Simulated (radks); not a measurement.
The numbers below are computed, except where a source is named.
Question: These are the eigenvalues of the occupied orbitals of an atom or ion with whole-number occupations (hartree). Code: a radial shooting solver on a logarithmic mesh with Libxc functionals. Model: scalar-relativistic Kohn-Sham, PBE, spin-unpolarised, spherical densities, point nucleus.

| orbital | eigenvalue |
|---|---|
| 1s | -2491.371 |
| 2s | -500.3605 |
| 2p | -450.6277 |
| 3s | -176.7971 |
| 3p | -161.8651 |
| 3d | -145.3848 |

Which element is it, and in what charge state? The configuration may be excited.

Answer: Z = 72, hafnium, charge +46: Hf46+ in [Ar] 3d8. The list shows which subshells hold electrons but not how many an open one holds; the 1s level, -2491.4 hartree, gives Z - s = 70.6 by -(Z - s)^2/2, which with screening and relativity narrows Z to a few neighbours, and the depths of the outer levels then fix element, charge and occupations together.
